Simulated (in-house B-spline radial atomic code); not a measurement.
Results of a calculation; reference values are marked as such.
Making a Troullier-Martins p channel for Sr, r_c = 1.34 bohr

Sr, [Kr] 5s2, non-relativistic PBE, spherical and spin-unpolarised, from an all-electron radial atomic-structure program (B-spline basis) (atomic units). The all-electron 4p level is ε = -0.843052 hartree, its outermost node lies just inside 0.63 bohr and its outer maximum at 1.34 bohr.

Inside r_c the pseudo-orbital is u(r) = r^2 exp(p(r)), with p = c0 + c2 r² + c4 r⁴ + … + c12 r¹². The seven coefficients follow from p and its first four derivatives at r_c, from zero curvature of the screened potential at the origin, c4 = −c2²/(2l + 5), and from the norm inside r_c. At r_c the all-electron orbital has P = 0.8939852, P' = -0.00989271, the screened potential V = -2.616302, V' = 4.214197, V'' = -8.881526, and the norm inside is Q = 0.3736716.

Problem. What are p, p' and p'' at r_c?

Solution. p = ln(P/r_c^2) = ln(0.8939852/1.7956) = -0.69741. p' = P'/P − 2/r_c = -0.01107 − 1.49254 = -1.50360. The radial equation gives p'' = 2(V − ε) − 2(2) p'/r_c − p'² = -3.54650 − (-4.48837) − 2.26082 = -1.31895. Differentiating, p''' = 2V' + 2(2)p'/r_c² − 2(2)p''/r_c − 2p'p'' = 5.0497, and p'''' = 2V'' − 4(2)p'/r_c³ + 4(2)p''/r_c² − 2(2)p'''/r_c − 2p''² − 2p'p''' = -22.008.

For a trial c2 the five matching conditions are linear in c0, c6, c8, c10 and c12, and c2 is varied until the norm inside r_c equals Q. The root nearest zero gives:

```tsv
n	c_n
0	-0.1670986
2	0.07158556
4	-0.0007320703
6	-0.3903563
8	0.2449914
10	-0.06008312
12	0.00531543
```

Problem. Check c4 and p(r_c), and find the screened pseudopotential at the origin.

Solution. −c2²/7 = -0.00073207, as listed. The terms c_n r_c^n are -0.16710, 0.12854, -0.00236, -2.25990, 2.54677, -1.12150, 0.17815, which sum to -0.69741. Inverting the radial equation, V_l(r) = ε + 2 p'/r + (p'' + p'²)/2, so V_l(0) = ε + (2l + 3) c2 = -0.843052 + 5 × (0.0715856) = -0.4851 hartree, finite where the all-electron potential diverges.

Orbitals and screened potentials:

```
r (bohr)        P        u  V all-electron  V pseudo
   0.134   0.1956  0.01521          -174.3   -0.4885
   0.335  -0.4286  0.09567          -41.14   -0.6036
   0.536  -0.2016   0.2462          -17.01    -1.128
   0.737   0.2856   0.4572          -8.985    -2.168
   0.938   0.6529   0.6832          -5.433    -3.205
   1.139   0.8434   0.8445          -3.681    -3.368
    1.34    0.894    0.894          -2.616    -2.616
```

Logarithmic derivatives P'/P at R = 1.64 bohr, for energies E around ε:

| E − ε (hartree) | all-electron | pseudo |
| --- | --- | --- |
| -0.5 | 0.218232 | 0.216302 |
| -0.25 | -0.117767 | -0.118402 |
| -0.1 | -0.350707 | -0.35083 |
| 0 | -0.522436 | -0.522439 |
| 0.1 | -0.70984 | -0.71 |
| 0.25 | -1.02651 | -1.02772 |
| 0.5 | -1.68283 | -1.68998 |

Problem. With P(R) = 0.8176614 and a norm of 0.5989 inside R, what slope in energy does norm conservation fix?

Solution. d(P'/P)/dE = −2 × (norm inside R)/P(R)² = -1.7916 per hartree·bohr at E = ε, for both atoms, since orbital and norm agree at R. Differences over ±0.1 hartree give -1.7957 (all-electron) and -1.7958 (pseudo), which also hold third-order terms. Half a hartree below ε the two curves differ by -0.0019.
